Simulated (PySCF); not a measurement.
**S⁴⁺ (sulfur, charge +4) across methods**

[Ne] 3s2, closed-shell 1S. Calculation: PySCF 2.14, in an uncontracted even-tempered set (18 s from 0.13 bohr⁻², ratio 2.5; 12 p from 0.17 bohr⁻², ratio 2.5; 5 d from 0.94 bohr⁻², ratio 2.7; 5 f from 1.4 bohr⁻², ratio 2.7); the non-relativistic Hamiltonian (point nucleus).

```tsv
method	E (hartree)	mean ε 2s (eV)	mean ε 2p (eV)	mean ε 3s (eV)	Σ⟨r²⟩ (bohr²)	⟨S²⟩
r2SCAN	-393.8159	-274.68	-218.88	-65.976	6.991	0.000
PBE0	-393.7195	-278.85	-222.75	-67.268	6.966	0.000
PBE	-393.6894	-269.82	-216.16	-65.741	6.958	0.000
PBEsol	-393.0592	-269.32	-215.93	-65.671	6.962	0.000
r2SCAN0	-393.8178	-282.30	-224.71	-67.414	6.990	0.000
LDA	-392.4730	-268.89	-216.17	-65.884	6.955	0.000
UHF	-393.36772	-304.56	-241.17	-70.805	7.026	0.000
```
